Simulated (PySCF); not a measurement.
Members of one series of related molecules.

All values: CAM-B3LYP/def2-SVPD (PySCF) at PBE0-D3(BJ)/def2-SVP geometries, gas phase, one conformer each. Core orbitals are frozen in the response; Δα² is half the sum of the squared differences of the principal polarisabilities. Atoms past krypton carry effective core potentials.

(1) Rank by dipole moment, lowest first.
A. Sn(vinyl)2I2 (`C=[CH][Sn]([I])([I])[CH]=C`)
B. Sn(vinyl)2(NHMe)2 (`C=[CH][Sn]([CH]=C)([NH]C)[NH]C`)
C. Sn(vinyl)2(NCO)2 (`C=[CH][Sn]([CH]=C)([N]=C=O)[N]=C=O`)
D. Sn(vinyl)2(OMe)2 (`C=[CH][Sn]([CH]=C)([O]C)[O]C`)

(2) Rank by HOMO energy, lowest first.
A. Sn(vinyl)2(OMe)2, `C=[CH][Sn]([CH]=C)([O]C)[O]C`
B. Sn(vinyl)2(NHMe)2, `C=[CH][Sn]([CH]=C)([NH]C)[NH]C`
C. Sn(vinyl)2(NCO)2, `C=[CH][Sn]([CH]=C)([N]=C=O)[N]=C=O`
D. Sn(vinyl)2I2, `C=[CH][Sn]([I])([I])[CH]=C`

## Answers

(1) B (0.35 D), D (1.77 D), A (2.94 D), C (5.71 D).

(2) C (-9.62 eV), A (-8.82 eV), D (-8.65 eV), B (-7.44 eV).

All values together:

| SMILES | formula | μ (D) | HOMO (eV) | LUMO (eV) | α (Å³) | Δα (Å³) | electrons | α per electron (Å³) | ΔSCF removal energy (eV) |
| --- | --- | --- | --- | --- | --- | --- | --- | --- | --- |
| C=[CH][Sn]([CH]=C)([NH]C)[NH]C | C6H14N2Sn | 0.35 | -7.44 | 0.47 | 19.03 | 6.51 | 114 | 0.167 | – |
| C=[CH][Sn]([CH]=C)([N]=C=O)[N]=C=O | C6H6N2O2Sn | 5.71 | -9.62 | -0.36 | 18.45 | 2.35 | 122 | 0.151 | – |
| C=[CH][Sn]([CH]=C)([O]C)[O]C | C6H12O2Sn | 1.77 | -8.82 | 0.20 | 17.56 | 3.31 | 114 | 0.154 | – |
| C=[CH][Sn]([I])([I])[CH]=C | C4H6I2Sn | 2.94 | -8.65 | -1.08 | 24.06 | 4.96 | 186 | 0.129 | 9.36 |

Conformers: `C=[CH][Sn]([CH]=C)([NH]C)[NH]C`; `C=[CH][Sn]([CH]=C)([N]=C=O)[N]=C=O`; `C=[CH][Sn]([CH]=C)([O]C)[O]C`; `C=[CH][Sn]([I])([I])[CH]=C`.

A dash marks a removal energy that wasn't run or isn't settled.
